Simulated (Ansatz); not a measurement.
Coupled-cluster diagnostics for NbSeBr3, Ansatz.

Geometry of the singlet (PBE0-D4/def2-SVP):

```xyz
5

Nb    0.000    0.001    0.001
Se   -0.235   -1.749   -1.395
Br    2.331    0.627    0.029
Br   -0.731   -0.689    2.196
Br   -1.365    1.810   -0.831
```

In the def2 sets Nb takes a core potential; there is no spin–orbit coupling. Correlated methods freeze 36 core orbitals; core or outer-core shells of Nb, Se, Br are correlated, in sets that lack core-valence functions.

Problem. Estimate the CCSD(T) correlation energy, the shares of MP2 and (T), T1 and the reference's ⟨S²⟩ for: charge 0, singlet, own geometry in def2-SVP; and the rough time on 2 threads of AMD EPYC 7R13 on a shared host and a share (18 GiB) of an NVIDIA H100 80GB HBM3.

Solution. 
```
                          state     basis  correlation (eV)  MP2 share (%)  (T) share (%)     T1  ⟨S²⟩ (pure)  wall time                  remarks
charge 0, singlet, own geometry  def2-SVP           -35.179          100.5            4.2  0.017  0.00 (0.00)       12 s  restricted SCF unstable
```
Customary marks for T1 are 0.02 (closed shells), 0.045 (open shells) and about 0.05 (3d metals). T1 stays under 0.02 throughout.
